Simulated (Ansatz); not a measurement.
Consider the redistribution: `C[Si](O)(F)[SiH3]` + `[CH3][Sn][NH2]` → `C[Si](N)(O)[SiH3]` + `[CH3][Sn][F]`.

Isolated molecules relaxed with PBE0-D4/def2-TZVP in Ansatz; ΔE leaves out vibrations. CCSD(T)/CBS is the MP2 limit (def2-TZVPP, def2-QZVPP) plus CCSD(T) − MP2 in def2-TZVPP, frozen cores. Functionals use def2-TZVPP. Elements past krypton have def2 core potentials. For Sn outer-core shells are correlated without core-valence functions, which leaves a few kJ/mol of doubt a bond. Each species was taken in one conformer, which may not be the lowest.

`C[Si](O)(F)[SiH3]`:

Cartesian coordinates in Å:
```
C 0.991 0.061 1.420
Si -0.363 -0.426 0.246
O -1.828 0.135 0.726
F -0.394 -2.034 0.239
Si -0.085 0.321 -1.956
H 1.953 -0.336 1.087
H 0.797 -0.333 2.422
H 1.074 1.148 1.489
H -2.103 -0.005 1.634
H 1.193 -0.204 -2.508
H -0.028 1.808 -1.982
H -1.206 -0.137 -2.817
```

`[CH3][Sn][NH2]`:

```xyz
8

C    -0.638   -0.548    1.049
Sn    0.949   -1.100   -0.361
N     0.837    0.663   -1.329
H    -0.429    0.432    1.488
H    -0.741   -1.279    1.853
H    -1.591   -0.485    0.516
H     1.408    0.902   -2.125
H     0.206    1.414   -1.091
```

`C[Si](N)(O)[SiH3]`:

```xyz
14

C    -1.463    0.752    0.725
Si    0.112   -0.174    0.351
N     1.397    0.846    0.871
O     0.203   -1.625    1.138
Si    0.256   -0.790   -1.910
H    -1.546    1.658    0.118
H    -2.334    0.127    0.515
H    -1.504    1.043    1.780
H     1.246    1.835    0.981
H     2.356    0.645    0.642
H     0.376   -1.577    2.081
H    -0.766   -1.800   -2.302
H     0.063    0.411   -2.774
H     1.604   -1.350   -2.217
```

`[CH3][Sn][F]`:

```xyz
6

C     0.298    0.162   -0.552
Sn    0.250    0.242    1.621
F    -1.398   -0.798    1.722
H    -0.636    0.578   -0.942
H     0.343   -0.886   -0.866
H     1.143    0.702   -0.983
```

Is it downhill or uphill in electronic energy at CCSD(T)/CBS, and by how much? (An estimate is asked.)

Ansatz gave: Uphill: ΔE = +0.35 eV.

What do these levels give: PBE-D4, PBE, PBE0, MP2/def2-TZVPP, SCS-MP2/def2-TZVPP, CCSD/def2-TZVPP? (Estimate.)

Computed: PBE-D4 0.27, PBE 0.28, PBE0 0.31, MP2/def2-TZVPP 0.42, SCS-MP2/def2-TZVPP 0.40, CCSD/def2-TZVPP 0.40 eV.

Largest T1 diagnostic among the species: 0.016.

In def2-TZVPP, CCSD(T) changes the Hartree–Fock value by +0.05 eV (the triples alone add +0.01 eV) and MP2 by +0.06 eV.
